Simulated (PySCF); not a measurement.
This script is equivalent to a calculation on Li (lithium, neutral).

```python
from pyscf import gto, scf, dft, mp, cc
import basis_set_exchange as bse
mol = gto.M(atom="Li 0 0 0", charge=0, spin=1, symmetry="D2h",
            basis=gto.basis.parse(bse.get_basis("cc-pVDZ", elements=["Li"], fmt="nwchem", header=False)))
mf = scf.UHF(mol)
mf.irrep_nelec = {'Ag': (2, 1)}
mf.kernel()
```

**Question.** What total energy does it give?

**Answer.** -7.43242 hartree (calculated).

**Question.** Which occupied shell lies highest, and where?

**Answer.** 2s α, at -5.342 eV.

**Question.** What is ⟨S²⟩, and what would a pure spin state give?

**Answer.** 0.750, against 0.75.
